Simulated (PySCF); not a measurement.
A structure optimised at B3LYP-D3(BJ)/def2-SVP, used in a PySCF frequency run:

```
Si
O 1 1.6506
H 2 0.9650 1 117.11
O 1 1.6590 2 109.55 3 48.61
H 4 0.9641 1 117.03 2 -132.06
C 1 1.8505 2 107.46 3 172.99
H 6 1.1002 1 110.74 2 176.70
H 6 1.1004 7 108.58 1 121.35
H 6 1.1017 7 108.68 8 117.91
Br 1 2.2650 2 110.62 3 -67.90
```

### Question
Write its SMILES and formula.

### Answer
C[Si](O)(O)Br, CH5BrO2Si

### Question
What are its rotational constants (standard atomic weights)?

### Answer
3.5905, 1.4887, 1.4444 GHz
